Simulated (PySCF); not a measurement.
# Computed properties of Sn(H)(Br)2(OH) (Br2H2OSn), SMILES [OH][SnH]([Br])[Br]

Br2H2OSn, SMILES [OH][SnH]([Br])[Br]. Coordinates come from a PBE0-D3(BJ)/def2-SVP optimisation. The structure was generated by enumeration; whether it is a known compound was not checked. The def2 effective core potentials stand for the cores of Sn; spin–orbit coupling is left out. One conformer was computed; it need not be the lowest. All values are computed for the isolated molecule unless a solvent is named; none is compared with measurement here.

**Structure.** The optimised structure has Cs symmetry. All 12 harmonic modes at PBE0-D3(BJ)/def2-SVP (PySCF) are real, so it is a minimum. With heavy atoms numbered as in [SnH:1]([OH:2])([Br:3])[Br:4], the shortest bond between them is Sn1–O2 at 1.966 Å and the longest Sn1–Br3 at 2.481 Å.

**Vibrations.** The strongest infrared lines (harmonic, unscaled, degenerate partners summed) lie at 865 cm⁻¹ (111 km/mol, H 93 %), 210 cm⁻¹ (104 km/mol, H 59 %, O 35 %), 3886 cm⁻¹ (99 km/mol, H 94 %). The softest mode is at 76 cm⁻¹ and the zero-point energy is 13.7 kcal/mol.

**Electronic structure.** r2SCAN/def2-TZVP (PySCF) places the frontier levels at -7.65 and -2.97 eV, a gap of 4.68 eV, and gives a dipole moment of 0.60 D and a mean polarisability of 81.7 bohr³. PBE/def2-TZVP (PySCF) at the same geometry gives -7.29 and -3.15 eV, so its gap is 0.54 eV narrower. An orbital gap is neither the optical nor the fundamental gap.

**Excitations.** TDA-ωB97X/def2-SVPD (PySCF) has S1 at 5.49 eV (226 nm, f = 0.017, weak); the most intense of the 10 singlets computed lies at 6.41 eV (f = 0.14). T1 (TDA) is at 4.98 eV, 0.51 eV under S1. TDA-PBE/def2-SVPD (PySCF) puts S1 at 4.21 eV. No vertical singlet excitation falls in the visible range (under 3.1 eV).
